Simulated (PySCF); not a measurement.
Correlation energy of Tl (thallium, neutral)

[Xe] 4f14 5d10 6s1 6p1 7s1, high-spin 4P determinant (an excited configuration). Computed with PySCF 2.14 in x2c-TZVPPall with one added diffuse shell each of s, p, d, f type (12s8p7d4f, 99 functions), with scalar relativity by spin-free X2C-1e. Frozen: [Xe] 4f14 5d10; 3 electrons correlated.

| level | correlation energy (mhartree) |
| --- | --- |
| CCSD | -9.56 |
| (T) | -0.08 |
| CCSD(T) | -9.64 |

Diagnostics: T1 = 0.0048, D1 = 0.0085, largest double amplitude 0.041.

Task: Is a single reference adequate?

Result: Yes, within this model without spin-orbit coupling: T1 lies below 0.03 and no double amplitude reaches 0.07.
